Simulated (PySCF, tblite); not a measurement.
Compound: C10H10O.
Geometry (GFN2-xTB, Å), atoms numbered from 1 in this order:
```
atom  x, y, z in Å
C1    -2.1960    0.2301    1.4503
C2    -2.9432    0.1809    0.3461
C3    -2.2987    0.2075   -1.0071
C4    -0.9299   -0.4713   -0.9816
C5    -0.1219   -0.0307    0.2137
C6     1.3144   -0.0294    0.1108
C7     2.1556   -0.3711   -0.9245
C8     3.4714   -0.1830   -0.4507
C9     3.3475    0.2582    0.8313
O10    2.0563    0.3535    1.1803
C11   -0.7573    0.2678    1.3645
H12   -2.6455    0.2617    2.4320
H13   -4.0220    0.1849    0.3895
H14   -2.1850    1.2555   -1.3125
H15   -2.9373   -0.2778   -1.7469
H16   -1.0603   -1.5580   -0.9184
H17   -0.3964   -0.2543   -1.9062
H18    1.8755   -0.7174   -1.8981
H19    4.3819   -0.3513   -0.9889
H20    4.0766    0.5284    1.5694
H21   -0.1945    0.5329    2.2465
```

The calculation used PBE0/pcSseg-1 in PySCF (dipole) on a GFN2-xTB geometry, gas phase.

Masses are those of the commonest isotopes; rigid-rotor values at the optimised geometry. The values belong to one conformer with, in the numbering `[CH:1]1=[CH:2][CH2:3][CH2:4][C:5]([c:6]2[cH:7][cH:8][cH:9][o:10]2)=[CH:11]1`, C4–C5–C6–C7 0°, C1–C2–C3–C4 32°, C2–C3–C4–C5 -45°, C3–C4–C5–C6 -151°, C2–C1–C11–C5 -14°.

(1) What are A, B and C (MHz)?

(2) What kind of rotor is it?

(3) What does the inertial defect say?

(4) Give the other two planar moments, Paa and Pbb, and the rms extents of the mass along the axes.

(5) Where do the levels up to J = 3 lie, in MHz?

(6) Which types of transition are allowed, and where do some lines up to J = 5 fall?

(7) Estimate the classical rotational partition function at 100 K, 200 K and 500 K.

Results:

(1) Ia = 153.78, Ib = 739.59, Ic = 877.79 u·Å²; 505379 MHz·u·Å²/I gives A = 3286, B = 683.3, C = 575.7 MHz.

(2) A near-prolate asymmetric top; Ray's κ = -0.921.

(3) Not planar: Δ = Ic − Ia − Ib = -15.58 u·Å². For a rigid frame Δ = −2 Σ m c², so Σ m c² = 7.79 u·Å² lies off the ab plane: 4.25 from hydrogen and 3.54 from heavier atoms. The atom farthest from that plane is 1.47 Å away.

(4) Paa = Σ m a² = (Ib + Ic − Ia)/2 = 731.80 and Pbb = Σ m b² = (Ia + Ic − Ib)/2 = 145.99 u·Å². With the mass M = 146.07 u, the rms extents √(P/M) along a, b and c are 2.24, 1.00, 0.23 Å.

(5) Above 0(0,0):
J = 1: 1(0,1) 1259, 1(1,1) 3862, 1(1,0) 3970
J = 2: 2(0,2) 3774, 2(1,2) 6273, 2(1,1) 6595, 2(2,1) 14405, 2(2,0) 14408
J = 3: 3(0,3) 7538, 3(1,3) 9886, 3(1,2) 10532, 3(2,2) 18182, 3(2,1) 18198, 3(3,1) 31468, 3(3,0) 31468
The levels of one J sum to (2J + 1)J(J + 1)(A + B + C)/3.

(6) The dipole components are |μa| = 0.25 D, |μb| = 0.92 D, |μc| = 0.01 D. Intensities carry the squares of the components, which stand as 0.07 : 1.00 : 0.00 (a : b : c). Some lines, for components of 0.1 D or more:

| type | branch | J(Ka,Kc) | MHz | lower level (cm⁻¹) |
| --- | --- | --- | --- | --- |
| a | R | 1(0,1) ← 0(0,0) | 1259 | 0.000 |
| b | Q | 3(1,2) ← 3(0,3) | 2994 | 0.251 |
| b | Q | 5(1,4) ← 5(0,5) | 3553 | 0.626 |
| a | R | 3(0,3) ← 2(0,2) | 3764 | 0.126 |
| b | R | 2(1,2) ← 1(0,1) | 5014 | 0.042 |
| a | R | 4(2,3) ← 3(2,2) | 5034 | 0.606 |
| a | R | 4(3,2) ← 3(3,1) | 5043 | 1.050 |
| a | R | 5(1,5) ← 4(1,4) | 6013 | 0.490 |
| a | R | 5(3,3) ← 4(3,2) | 6306 | 1.218 |
| a | R | 5(1,4) ← 4(1,3) | 6549 | 0.526 |
| b | Q | 4(2,2) ← 4(1,3) | 7488 | 0.526 |
| b | Q | 4(2,3) ← 4(1,4) | 8514 | 0.490 |
| b | R | 2(2,0) ← 1(1,1) | 10546 | 0.129 |
| b | R | 3(2,2) ← 2(1,1) | 11586 | 0.220 |
| b | R | 3(2,1) ← 2(1,2) | 11925 | 0.209 |
| b | R | 4(2,2) ← 3(1,3) | 13378 | 0.330 |
| b | R | 5(2,4) ← 4(1,3) | 13727 | 0.526 |
| b | R | 4(3,2) ← 3(2,1) | 18313 | 0.607 |
| b | Q | 5(4,2) ← 5(3,3) | 18589 | 1.428 |
| b | R | 5(3,3) ← 4(2,2) | 19552 | 0.776 |
| b | R | 4(4,0) ← 3(3,1) | 23635 | 1.050 |
| b | R | 5(4,1) ← 4(3,2) | 24895 | 1.218 |
| b | R | 5(5,1) ← 4(4,0) | 30208 | 1.838 |
| b | R | 5(5,0) ← 4(4,1) | 30208 | 1.838 |

(7) Point group C1, symmetry number σ = 1; q = (√π/σ)·√((kT/h)³/(ABC)), k/h = 20836.6 MHz/K: 148000 at 100 K, 419000 at 200 K, 1660000 at 500 K.

Its GFN2-xTB frequencies are all real (lowest 56 cm⁻¹). Constants of a rigid frame at the computed geometry: no zero-point averaging, no centrifugal distortion.
